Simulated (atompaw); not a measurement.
O: one change to a PAW (atompaw) potential, before and after

- Element: oxygen (O)
- Generator: atompaw 4.2.0.5
- Type: PAW
- Functional: LDA (PW92)
- Relativity: scalar-relativistic
- Frozen core: [He]
- Valence charge: 6
- Reference configuration: 2s2 2p3.5 (charge +0.5)
- Partial waves: 2s (bound): rc 2.05 bohr; 2s channel at -1.65 Ry: rc 1.00 bohr; 2p (bound): rc 2.05 bohr; 2p channel at -0.8 Ry: rc 2.05 bohr
- Local potential: troulliermartins scheme with l = 2 at 0 Ry, radius 1.40 bohr
- Core correction: smooth core density matched at 1.30 bohr
- Augmentation charge: sinc compensation charge, radius 1.95 bohr; PAW radius 2.05 bohr; waves and projectors: custom rrkj gramschmidtortho

All-electron outer shells of the reference configuration (LDA (PW92), scalar-relativistic, ld1.x):

```csv
shell,level (eV),outermost node (bohr),outermost maximum (bohr)
2s,-31.16,0.28,0.87
2p,-16.43,–,0.80
```

Change: wave 2p (bound): rc 2.05 bohr becomes 2p (bound): rc 1.08 bohr.

Cutoffs: the cutoffs (Ry, on a coarse ladder) from which the occupation-weighted sum of valence levels, in a spherical-Bessel basis at the reference potential, stays within 10 and 1 mRy of its value at 400 Ry; they do not see the model core or the augmentation charge, which bear on the density cutoff.

**Question.** What does the change do?

**Answer.** The potential gets harder (15 Ry and 21 Ry → 60 Ry and 90 Ry); the range in which the p phases agree narrows (upper end 2.0 → 0.8); neither file shows a bound ghost.

| quantity | base | changed |
| --- | --- | --- |
| cutoff, loose | 15 Ry | 60 Ry |
| cutoff, tight | 21 Ry | 90 Ry |
| loose cutoff by channel (10 mRy a level) | s 10 Ry, p 15 Ry | s 10 Ry, p 50 Ry |
| bound ghosts | none | none |
| s: phases at 2.05 bohr within 0.05 rad from the reference energy up to (Ry; the scan ends near 5) | 1.6 | 1.6 |
| p: phases at 2.05 bohr within 0.05 rad from the reference energy up to (Ry; the scan ends near 5) | 2.0 | 0.8 |
| lowest overlap eigenvalue by channel | s 0.09, p 1.00 | s 0.09, p 0.03 |

 The cutoffs see the waves, projectors and local potential, not the compensation charge or the core.
